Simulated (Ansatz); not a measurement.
Molecule: CH6BNO2, net charge 0, singlet state. SMILES: OB(NC)O
Geometry from a B3LYP-D3(BJ)/def2-TZVP (Ansatz, a quantum-chemistry and plane-wave program) optimisation:
```xyz
11

C      1.8389     0.7209     0.1206
N      0.7835    -0.2076     0.4795
B     -0.5420    -0.2111    -0.0376
O     -1.4826    -1.1421     0.3431
O     -0.9883     0.7192    -0.9466
H      2.5563     0.8204     0.9364
H      2.3904     0.4209    -0.7780
H      1.4271     1.7180    -0.0527
H      1.0872    -0.9676     1.0641
H     -1.1868    -1.7562     1.0181
H     -0.3154     1.3310    -1.2519
```
Charge 0, spin multiplicity 1.

Property: enthalpy of formation at 298 K, in kcal/mol. Terms: valence correlation only; 6-311+G** with 5d; LANL2DZ all-electron up to Ne; 6-31G* and kin with 6d, 5d where marked; no spin-orbit coupling; non-relativistic; UHF or UKS for open shells. CBS marks a two-point X^-3 extrapolation of the correlation energy; Hartree-Fock from the larger set. First-principles rows: single points at B3LYP-D3(BJ) geometries (Ansatz), with unscaled harmonic terms from B3LYP/6-31G* (Ansatz) at its own minima, enthalpies of formation by atomisation with measured atoms.

Coupled cluster (Ansatz) is a level with limits of its own, used here on species with T1 under 0.025 (0.045 for open shells) and stable references: CCSD(T)/CBS(aug-cc-pVTZ,aug-cc-pVQZ).

Value to compare with, CCSD(T)/CBS(aug-cc-pVTZ,aug-cc-pVQZ) (Ansatz): -175.2 kcal/mol.

| level | program | enthalpy of formation at 298 K (kcal/mol) | difference |
|---|---|---|---|
| HF/STO-3G | Ansatz | 49.3 | 224.5 |
| HF/3-21G | Ansatz | 187.3 | 362.5 |
| HF/LANL2DZ | Ansatz | 205.0 | 380.2 |
| HF/6-31G* | Ansatz | 141.0 | 316.2 |
| HF/6-311+G** | Ansatz | 135.5 | 310.7 |

Among the 5 habitual levels, HF/LANL2DZ lies farthest from CCSD(T)/CBS(aug-cc-pVTZ,aug-cc-pVQZ) (Ansatz) (380.2 kcal/mol) and HF/STO-3G nearest (224.5); 5 of 5 lie above it, and their mean absolute difference is 318.8 kcal/mol, the median 316.2. One case shows no general order.

The sets are all those run for this method; left out are runs that failed, that the program found above a lower state of the same kind, or whose <S^2> lies over 0.5 above the pure value.
